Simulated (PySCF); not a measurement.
First hyperpolarisability: 4-fluorobenzonitrile, C7H4FN

Geometry:
```csv
atom,x (Å),y (Å),z (Å)
N1,3.591,-0.799,-0.221
C2,2.466,-0.567,-0.062
C3,1.078,-0.280,0.135
C4,0.152,-1.326,0.269
C5,-1.195,-1.048,0.461
C6,-1.607,0.280,0.517
F7,-2.893,0.550,0.700
C8,-0.709,1.334,0.386
C9,0.637,1.051,0.195
H10,0.496,-2.360,0.221
H11,-1.934,-1.843,0.567
H12,-1.076,2.361,0.436
H13,1.358,1.863,0.090
```

Level of theory: PySCF, quadratic response CAM-B3LYP/aug-cc-pVDZ first hyperpolarisability, Taylor convention, gas phase. Geometry: PBE0-D3(BJ)/def2-SVP.

(1) What is the first hyperpolarisability, and how does it disperse?

(2) Which lowest excitations, dipole and polarisabilities go with it?

Answers

(1) In 10⁻³⁰ esu, Taylor convention; the vector part is βᵢ = ⅓ Σⱼ (βᵢⱼⱼ + βⱼᵢⱼ + βⱼⱼᵢ); β∥ is 3/5 of the vector part along the dipole, the dipole points from − to +:
```csv
process,λ (nm),β vector norm,β∥,β HRS,depolarisation ratio
"static β(0;0,0)",∞,2.36,1.41,1.06,3.98
"second harmonic β(−2ω;ω,ω)",1907,2.46,1.48,1.10,3.98
"Pockels β(−ω;ω,0)",1907,2.39,1.43,–,–
"second harmonic β(−2ω;ω,ω)",1064,2.73,1.64,1.23,4.00
"Pockels β(−ω;ω,0)",1064,2.47,1.48,–,–
```

(2) S1 5.22 eV (f = 0.001); S2 5.63 eV (f = 0.213); S3 6.64 eV (f = 0.412); dipole 3.33 D; isotropic α 86.5 au static, 86.9 au at 1907 nm, 87.7 au at 1064 nm, 88.0 au at 953.5 nm, 91.6 au at 532 nm.
